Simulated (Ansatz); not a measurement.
Reaction (redistribution): `C1[SiH2][AlH][SiH2]1` + `F[Si](S)(Cl)Cl` → `[SH][Al]1[SiH2]C[SiH2]1` + `F[SiH](Cl)Cl`

Calculated with Ansatz (gas phase, PBE0-D4/def2-TZVP geometries, no zero-point term in ΔE). CCSD(T)/CBS is the MP2 limit (def2-TZVPP, def2-QZVPP) plus CCSD(T) − MP2 in def2-TZVPP, frozen cores. This one scheme is used for every species. Each species was taken in one conformer, which may not be the lowest.

`C1[SiH2][AlH][SiH2]1`:

Cartesian coordinates in Å:
```
C -0.886 0.695 0.214
Si -0.887 -1.203 0.043
Al 1.553 -1.116 0.325
Si 0.887 1.164 -0.306
H -1.678 1.209 -0.335
H -1.000 0.938 1.277
H -1.225 -1.563 -1.369
H -1.879 -1.892 0.919
H 2.808 -1.994 0.748
H 1.374 2.447 0.278
H 0.933 1.315 -1.793
```

`F[Si](S)(Cl)Cl`:

Cartesian coordinates in Å:
```
F -0.958 -0.218 -1.439
Si -0.370 -0.216 0.029
S 1.726 -0.093 0.022
Cl -0.867 -1.964 0.914
Cl -1.248 1.345 0.978
H 1.717 1.146 -0.503
```

`[SH][Al]1[SiH2]C[SiH2]1`:

```xyz
12

S    -1.301   -0.123   -3.456
Al   -0.454   -0.159   -1.445
Si   -0.630   -1.404    0.656
C     0.085    0.158    1.487
Si    1.003    1.077    0.091
H    -0.614    0.976   -3.815
H    -1.879   -1.905    1.299
H     0.377   -2.505    0.722
H    -0.757    0.785    1.804
H     0.700   -0.045    2.367
H     1.056    2.556    0.275
H     2.413    0.588    0.014
```

`F[SiH](Cl)Cl`:

```xyz
5

F    -1.179   -0.202    1.092
Si    0.033    0.033    0.105
Cl   -0.560    1.323   -1.337
Cl    0.542   -1.746   -0.715
H     1.163    0.591    0.856
```

```csv
species,CCSD(T)/CBS(def2) energy (Eh)
`C1[SiH2][AlH][SiH2]1`,-862.40588
`F[Si](S)(Cl)Cl`,-1707.01066
`[SH][Al]1[SiH2]C[SiH2]1`,-1260.24363
`F[SiH](Cl)Cl`,-1309.19911
```

Q: Work out ΔE.

A: ΔE = (-1260.24363) + (-1309.19911) − (-862.40588) − (-1707.01066) = -0.02620 Eh = -68.8 kJ/mol.

Largest T1 diagnostic among the species: 0.013.

The D4 term adds +7.1 kJ/mol with B3LYP and +3.3 kJ/mol with PBE0; it sums over pairs of atoms, weighted by their polarisabilities, and B3LYP, whose exchange is more repulsive, gets the larger term. In def2-TZVPP, CCSD(T) changes the Hartree–Fock value by +3.6 kJ/mol (the triples alone add +0.1 kJ/mol) and MP2 by +4.2 kJ/mol.

B3LYP here is the variant with VWN-RPA as its local correlation; programs differ in this.
